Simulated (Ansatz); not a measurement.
`F[Si]O[SiH3]` + `O[SiH3]` → `[SiH3]O[Si]O[SiH3]` + H–F at 700 K and 1 bar (ligand exchange at the Si–F bond).

Program: Ansatz. Geometries: PBE0-D4/def2-TZVP. ΔE: electronic, gas phase. CBS: MP2 limit from def2 TZ/QZ plus the TZ coupled-cluster correction, frozen cores. This one scheme is used for every species. One conformer a species, not always the lowest.

```tsv
species	CCSD(T)/CBS energy (Eh)	H − E (kJ/mol)	S (J/(mol·K))
`F[Si]O[SiH3]`	-755.04483	146.2	431.2
`O[SiH3]`	-366.69042	144.6	321.6
`[SiH3]O[Si]O[SiH3]`	-1021.32998	248.5	543.3
H–F	-100.39570	45.2	198.5
```

H − E and S are ideal-gas, rigid-rotor, harmonic terms from PBE0-D4/def2-TZVP, for one conformer and one mirror image of each species. 1 Eh = 2625.50 kJ/mol, R = 8.31446 J/(mol·K).

By hand: ΔE, ΔH, ΔS and ΔG.

ΔE = (-1021.32998) + (-100.39570) − (-755.04483) − (-366.69042) = 0.00957 Eh = 25.1 kJ/mol. Δ(H − E) = 248.5 + 45.2 − 146.2 − 144.6 = 2.9, so ΔH = 28.0 kJ/mol. ΔS = 543.3 + 198.5 − 431.2 − 321.6 = -11.0 J/(mol·K). ΔG = 28.0 − 700 × (-11.0)/1000 = 35.7 kJ/mol.

By hand: the equilibrium constant, and the temperature at which ΔG would vanish if ΔH and ΔS stayed fixed.

log₁₀ K = −ΔG/(RT ln 10) = -2.7. ΔH and −TΔS have one sign here, so there is no such temperature.

The number of gas molecules stays the same, so ΔS is small and ΔH decides. A doubt of 5 kJ/mol in ΔE shifts log₁₀ K by 0.4 here. Other conformers and mirror images would add mixing entropy, several J/(mol·K) or more a flexible species. Modes under 60 cm⁻¹, often nearly free rotors, make the harmonic entropy too high. These are equilibria of isolated gas molecules and say nothing of rates. Largest T1 diagnostic: 0.014 (customary marks: 0.02 for closed shells, 0.045 for open ones).

ΔS is within the doubt of such terms, so its sign, and with it that verdict, could turn.
